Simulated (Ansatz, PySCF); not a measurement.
C₄H₆O₂, SMILES CC1OC=CO1. Atoms are numbered in the order given.

```xyz
12

C      1.8165    -0.4357     0.0000
C      0.6717     0.5503     0.0000
O     -0.1587     0.3599     1.1388
C     -1.2969    -0.2388     0.6663
C     -1.2969    -0.2388    -0.6663
O     -0.1587     0.3599    -1.1388
H      2.4374    -0.2918    -0.8955
H      1.4211    -1.4622     0.0000
H      2.4374    -0.2918     0.8955
H      1.0326     1.5938     0.0000
H     -2.0205    -0.5937     1.3945
H     -2.0205    -0.5937    -1.3945
```

Geometry: PBE0-D3(BJ)/def2-SVP. The values are those of a single conformer.

Two levels are set side by side: PBE-D3(BJ)/def2-SVP (Ansatz, an electronic-structure program) and PBE0-D3(BJ)/def2-SVP (Ansatz). Each level has its own optimised geometry; the coordinates shown are those of the second. Frequencies come from the Hessian of PySCF at each geometry. Differences are taken from unrounded values.

| quantity | PBE0-D3(BJ) |
|---|---|
| mean bond length (Å) | 1.250 |
| bond C1–C2 (Å) | 1.511 |
| bond C2–O3 (Å) | 1.422 |
| bond C2–O6 (Å) | 1.422 |
| bond O3–C4 (Å) | 1.370 |
| bond C4–C5 (Å) | 1.333 |
| bond C5–O6 (Å) | 1.370 |
| bond C1–H7 (Å) | 1.099 |
| bond C1–H8 (Å) | 1.100 |
| bond C1–H9 (Å) | 1.099 |
| bond C2–H10 (Å) | 1.104 |
| bond C4–H11 (Å) | 1.086 |
| bond C5–H12 (Å) | 1.086 |
| highest harmonic wavenumber (cm⁻¹) | 3327 |
| mean harmonic wavenumber (cm⁻¹) | 1423 |
| zero-point energy (kcal/mol) | 61.01 |

Task: What does PBE-D3(BJ) give, and how far is it from PBE0-D3(BJ)? (Estimate from the structure and the level; the computed values follow.)

Result: 
```json
[
 {"quantity": "mean bond length (Å)", "PBE-D3(BJ)": "1.262", "PBE-D3(BJ) minus PBE0-D3(BJ)": "0.011"},
 {"quantity": "bond C1–C2 (Å)", "PBE-D3(BJ)": "1.520", "PBE-D3(BJ) minus PBE0-D3(BJ)": "0.009"},
 {"quantity": "bond C2–O3 (Å)", "PBE-D3(BJ)": "1.441", "PBE-D3(BJ) minus PBE0-D3(BJ)": "0.019"},
 {"quantity": "bond C2–O6 (Å)", "PBE-D3(BJ)": "1.441", "PBE-D3(BJ) minus PBE0-D3(BJ)": "0.019"},
 {"quantity": "bond O3–C4 (Å)", "PBE-D3(BJ)": "1.384", "PBE-D3(BJ) minus PBE0-D3(BJ)": "0.014"},
 {"quantity": "bond C4–C5 (Å)", "PBE-D3(BJ)": "1.345", "PBE-D3(BJ) minus PBE0-D3(BJ)": "0.013"},
 {"quantity": "bond C5–O6 (Å)", "PBE-D3(BJ)": "1.384", "PBE-D3(BJ) minus PBE0-D3(BJ)": "0.014"},
 {"quantity": "bond C1–H7 (Å)", "PBE-D3(BJ)": "1.107", "PBE-D3(BJ) minus PBE0-D3(BJ)": "0.008"},
 {"quantity": "bond C1–H8 (Å)", "PBE-D3(BJ)": "1.108", "PBE-D3(BJ) minus PBE0-D3(BJ)": "0.008"},
 {"quantity": "bond C1–H9 (Å)", "PBE-D3(BJ)": "1.107", "PBE-D3(BJ) minus PBE0-D3(BJ)": "0.008"},
 {"quantity": "bond C2–H10 (Å)", "PBE-D3(BJ)": "1.114", "PBE-D3(BJ) minus PBE0-D3(BJ)": "0.010"},
 {"quantity": "bond C4–H11 (Å)", "PBE-D3(BJ)": "1.094", "PBE-D3(BJ) minus PBE0-D3(BJ)": "0.008"},
 {"quantity": "bond C5–H12 (Å)", "PBE-D3(BJ)": "1.094", "PBE-D3(BJ) minus PBE0-D3(BJ)": "0.008"},
 {"quantity": "highest harmonic wavenumber (cm⁻¹)", "PBE-D3(BJ)": "3234", "PBE-D3(BJ) minus PBE0-D3(BJ)": "-93"},
 {"quantity": "mean harmonic wavenumber (cm⁻¹)", "PBE-D3(BJ)": "1367", "PBE-D3(BJ) minus PBE0-D3(BJ)": "-56"},
 {"quantity": "zero-point energy (kcal/mol)", "PBE-D3(BJ)": "58.61", "PBE-D3(BJ) minus PBE0-D3(BJ)": "-2.39"}
]
```

Exact exchange shortens and stiffens bonds; PBE has none. Differences between two approximate levels are no errors against the true value.
